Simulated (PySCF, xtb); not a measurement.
Cl₂H₄OSi₂, SMILES [SiH3]O[SiH](Cl)Cl. Other conformers were not sampled.

Harmonic wavenumbers (cm⁻¹) from GFN2-xTB in xtb 6.7.1 at its own minimum, in rising order: 30, 45, 62, 144, 201, 247, 450, 543, 579, 600, 616, 627, 702, 754, 772, 809, 1097, 2278, 2290, 2306, 2371.

Q: What does ωB97X-D3(BJ)/def2-SVP run with PySCF 2.14.0 give at its own minimum? (An estimate is asked for; the answer gives what the named calculation found.)

A: 26, 58, 73, 185, 261, 330, 524, 610, 658, 737, 745, 833, 859, 967, 971, 995, 1107, 2276, 2285, 2297, 2368. Paired by order, the mean absolute difference is 80 cm⁻¹ and the zero-point energies are 25.0 and 27.4 kcal/mol.
